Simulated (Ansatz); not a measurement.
```yaml
crystal:
  periodic: [false, false, false]
  atoms:
    - {symbol: F, position_ang: [-1.949443, 1.049534, -0.037650]}
    - {symbol: C, position_ang: [-0.742017, 0.559990, -0.468810]}
    - {symbol: Si, position_ang: [0.864161, 0.885082, 0.469855]}
    - {symbol: Sn, position_ang: [0.122369, -1.442025, -0.042738]}
    - {symbol: H, position_ang: [-0.647978, 0.691319, -1.551106]}
    - {symbol: H, position_ang: [1.933766, 1.754353, -0.088732]}
    - {symbol: H, position_ang: [0.612224, 1.163122, 1.904614]}
    - {symbol: H, position_ang: [0.410587, -2.357215, -1.443837]}
    - {symbol: H, position_ang: [-1.949443, 1.349534, 0.012350]}
basis:
  gaussian: {orbitals: def2-SVP, fitting: {mean_field: cc-pVTZ-jkfit}}
hamiltonian: {xc: {name: SVWN5}}
```

```sh
$ ansatz run in.yaml --threads 4 --pin off --events-out ev --progress --plain --max-ram 10444MiB
```

Q: How does Ansatz answer? (Estimate.)

A: Ansatz gave: The program refused the input.
```
Functional definition: SVWN5
Error: <dir> the basis set cc-pVTZ-JKFIT has no functions for Sn
```
